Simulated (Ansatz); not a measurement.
Born–Oppenheimer molecular dynamics of C2H6BCl (10 atoms, charge 0, multiplicity 1). It goes on from the last frame of an earlier run, with new velocities.

All numbers below come from Ansatz 0.2.0, RKS PBE-D4/6-31G*.

```json
{
  "ensemble": "NVT, Langevin thermostat",
  "time step": "0.5 fs",
  "steps asked": "150",
  "set temperature": "3000 K",
  "friction": "0.02 /fs",
  "seed": "240726"
}
```

First frame:

```xyz
10
Properties=species:S:1:pos:R:3
B 0.011 0.020 -0.025
C -0.020 0.085 1.538
H -0.250 -0.877 2.042
H 0.959 0.414 1.940
H -0.808 0.824 1.909
C 1.405 -0.051 -0.772
H 1.229 0.014 -1.875
H 2.119 0.743 -0.458
H 1.909 -1.014 -0.579
Cl -1.525 0.018 -0.868
```

(1) How far do the bonds stretch over the last three quarters of this one trajectory? (Pairs bonded in most of those frames.)

Answers

(1) 
```json
{"bond": "B1–C2", "mean (Å)": "1.656", "spread (Å)": "0.151", "shortest": "1.39", "longest": "1.88"}
{"bond": "B1–C6", "mean (Å)": "1.575", "spread (Å)": "0.082", "shortest": "1.39", "longest": "1.69"}
{"bond": "B1–Cl10", "mean (Å)": "1.820", "spread (Å)": "0.110", "shortest": "1.60", "longest": "1.96"}
{"bond": "C2–H3", "mean (Å)": "1.137", "spread (Å)": "0.053", "shortest": "1.01", "longest": "1.22"}
{"bond": "C2–H4", "mean (Å)": "1.139", "spread (Å)": "0.084", "shortest": "1.00", "longest": "1.28"}
{"bond": "C2–H5", "mean (Å)": "1.134", "spread (Å)": "0.051", "shortest": "1.04", "longest": "1.23"}
{"bond": "C6–H7", "mean (Å)": "1.167", "spread (Å)": "0.118", "shortest": "0.93", "longest": "1.43"}
{"bond": "C6–H8", "mean (Å)": "1.141", "spread (Å)": "0.111", "shortest": "0.94", "longest": "1.36"}
{"bond": "C6–H9", "mean (Å)": "1.133", "spread (Å)": "0.065", "shortest": "1.00", "longest": "1.26"}
```

Mean temperature of the second half: 3144 K. A run of 0.075 ps of so small a system gives no equilibrium averages.

Run time: 3 min on 1 thread of Intel(R) Xeon(R) 6975P-C (Granite Rapids), with other jobs on the host, peak memory 0.16 GiB.
